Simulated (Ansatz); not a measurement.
`CC[Se]` radical, 8 atoms. Charge 0, multiplicity 2. Correlated methods include outer-core shells of Se, which these sets cover unevenly. Scalar relativity is left out up to krypton. All runs use 4 threads of a server CPU on a shared host. Correlated methods freeze the cores. Open-shell runs search over several starts.

(1) How many basis functions does each run have, and how long does it take in Ansatz? UKS PBE0-D4/def2-TZVP relaxation (4 steps); direct RPA on PBE orbitals/def2-TZVPP energy; UKS ωB97M-V/def2-QZVPP energy; UKS BHLYP-D4/def2-TZVPP energy; UKS ωB97M-V/def2-SVP energy; UKS B3LYP-D4/def2-TZVPP energy and forces; UKS PBE0-D4/def2-QZVPP energy; UHF-CCSD(T)/def2-SVP energy; UHF-CCSD(T)/def2-TZVPP energy; UKS PBE0-D4/def2-TZVP frequencies; UKS r2SCAN0-D4/def2-TZVPP energy; UHF-MP2/def2-QZVPP energy. (Estimate.)

## Answers

(1) The calculation gave: Other jobs shared the machine, so times are rough.

| level | job | functions | wall time | peak host memory (GiB) |
| --- | --- | --- | --- | --- |
| UHF-CCSD(T)/def2-SVP | energy | 85 | 7 s | 0.58 |
| direct RPA on PBE orbitals/def2-TZVPP | energy | 180 | 7.5 s | 0.53 |
| UKS ωB97M-V/def2-SVP | energy | 85 | 7.5 s | 0.42 |
| UKS BHLYP-D4/def2-TZVPP | energy | 180 | 8 s | 0.76 |
| UKS B3LYP-D4/def2-TZVPP | energy and forces | 180 | 11 s | 0.74 |
| UKS r2SCAN0-D4/def2-TZVPP | energy | 180 | 13 s | 0.79 |
| UKS PBE0-D4/def2-QZVPP | energy | 353 | 22 s | 1.8 |
| UKS PBE0-D4/def2-TZVP | relaxation (4 steps) | 140 | 25 s | 0.61 |
| UHF-MP2/def2-QZVPP | energy | 353 | 36 s | 1.7 |
| UKS ωB97M-V/def2-QZVPP | energy | 353 | 43 s | 2.1 |
| UKS PBE0-D4/def2-TZVP | frequencies | 140 | 82 s | 0.59 |
| UHF-CCSD(T)/def2-TZVPP | energy | 180 | 110 s | 4.7 |

B3LYP here is the variant with VWN-RPA as its local correlation; programs differ in this.
